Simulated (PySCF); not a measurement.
Isomers of C2H7FOSi2, mass 122.002 u with the commonest isotopes. Method used: CAM-B3LYP/def2-SVPD in PySCF (dipole) on a GFN2-xTB geometry, gas phase. One conformer each, none proved a minimum here; rigid rotors.

Question: Order these by dipole moment, smallest first.
A. `[CH2:1]=[CH:2][Si@@H:3]([F:4])[O:5][SiH3:6]` with C1–C2–Si3–F4 -126°, C2–Si3–O5–Si6 -30°
B. `[CH3:1][SiH2:2][Si@@H:3]([F:4])[CH:5]=[O:6]` with C1–Si2–Si3–F4 -174°, Si2–Si3–C5–O6 57°
C. `[F:1][Si@H:2]1[CH2:3][CH2:4][SiH2:5][O:6]1` with F1–Si2–C3–C4 93°, Si2–C3–C4–Si5 26°, C3–C4–Si5–O6 -21°, C4–Si5–O6–Si2 7°

Answer: B (1.68 D), A (2.14 D), C (2.68 D).

Question: Order these by rotational constant A, smallest first.
A. `[CH2:1]=[CH:2][Si@@H:3]([F:4])[O:5][SiH3:6]` with C1–C2–Si3–F4 -126°, C2–Si3–O5–Si6 -30°
B. `[F:1][Si@H:2]1[CH2:3][CH2:4][SiH2:5][O:6]1` with F1–Si2–C3–C4 93°, Si2–C3–C4–Si5 26°, C3–C4–Si5–O6 -21°, C4–Si5–O6–Si2 7°
C. `[CH3:1][SiH2:2][Si@@H:3]([F:4])[CH:5]=[O:6]` with C1–Si2–Si3–F4 -174°, Si2–Si3–C5–O6 57°

Answer: C (2505 MHz), A (2836 MHz), B (3919 MHz).

Question: Order these by out-of-plane moment Σ m c² = (Ia + Ib − Ic)/2, smallest first.
A. `[CH2:1]=[CH:2][Si@@H:3]([F:4])[O:5][SiH3:6]` with C1–C2–Si3–F4 -126°, C2–Si3–O5–Si6 -30°
B. `[F:1][Si@H:2]1[CH2:3][CH2:4][SiH2:5][O:6]1` with F1–Si2–C3–C4 93°, Si2–C3–C4–Si5 26°, C3–C4–Si5–O6 -21°, C4–Si5–O6–Si2 7°
C. `[CH3:1][SiH2:2][Si@@H:3]([F:4])[CH:5]=[O:6]` with C1–Si2–Si3–F4 -174°, Si2–Si3–C5–O6 57°

Answer: C (20.14 u·Å²), A (22.28 u·Å²), B (31.59 u·Å²).

```csv
SMILES,point group,Ia (u·Å²),Ib (u·Å²),Ic (u·Å²),κ,μa (D),μb (D),μc (D)
C=C[Si@@H](F)O[SiH3],C1,178.18,303.39,437.02,-0.39,0.31,2.05,0.52
C[SiH2][Si@@H](F)C=O,C1,201.72,305.91,467.36,-0.20,1.47,0.68,0.45
F[Si@H]1CC[SiH2]O1,C1,128.95,260.28,326.06,-0.67,1.61,1.96,0.84
```
